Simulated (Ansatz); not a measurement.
Total energies of C2H9InSi, SMILES `C[CH]([SiH3])[InH2]`.

```csv
atom,x (Å),y (Å),z (Å)
C1,0.5620,-0.7962,-1.2515
C2,0.4198,-0.2324,0.1649
Si3,-1.2272,-0.6452,0.9345
In4,0.7196,1.9207,0.2505
H5,1.5416,-0.5854,-1.6895
H6,-0.1847,-0.3726,-1.9294
H7,0.4300,-1.8843,-1.2704
H8,1.1845,-0.6513,0.8310
H9,-1.5232,-2.1069,0.8802
H10,-1.2708,-0.2050,2.3574
H11,-2.3306,0.0544,0.2114
H12,1.0558,2.7085,1.7493
H13,0.6234,2.7956,-1.2385
```

Charge 0, multiplicity 1. Correlated methods include outer-core shells of In, which these sets cover unevenly. In: def2 effective core potential. The structure was optimised at the PBE0-D4/def2-TZVP level. Basis def2-TZVPP, the Gaussian-basis code of Ansatz.

RPA on PBE orbitals: Hartree–Fock energy of these orbitals -559.05836 Eh, correlation -1.31593 Eh (frozen core).

```csv
functional,energy without D4 (Eh),D4 term (kJ/mol)
revPBE,-561.21401,-79.6
r2SCAN,-561.24291,-7.0
```

Question: Give the same for LDA (SPW92), PBE, BLYP, B97M-V, PBE0, B3LYP, r2SCANh, r2SCAN0, HSE06 (plane-wave form), BHLYP, CAM-B3LYP, LC-ωPBE, ωB97X-V, ωB97M-V, B2PLYP, PBE-QIDH. (Estimate.)

Answer: Computed: 
```
             functional  energy without D4 (Eh)  D4 term (kJ/mol)
            LDA (SPW92)              -558.96990                 –
                    PBE              -560.97464             -28.6
                   BLYP              -561.14091             -61.5
                 B97M-V              -561.18832                 –
                   PBE0              -561.02515             -24.4
                  B3LYP              -561.35219             -46.3
                r2SCANh              -561.22555              -7.5
                r2SCAN0              -561.20079              -8.3
HSE06 (plane-wave form)              -561.01121             -23.0
                  BHLYP              -561.11773             -38.5
              CAM-B3LYP              -561.18587             -25.1
                LC-ωPBE              -561.14956                 –
                ωB97X-V              -561.16776                 –
                ωB97M-V              -561.11551                 –
                 B2PLYP              -560.83180                 –
               PBE-QIDH              -560.72770                 –
```

B3LYP takes the VWN-RPA correlation (the form of Gaussian; ORCA's B3LYP/G). HSE06 is the plane-wave form, built on full-range PBE exchange. The double hybrids freeze the cores in their second-order part.

LC-ωPBE has ω = 0.4 bohr⁻¹.
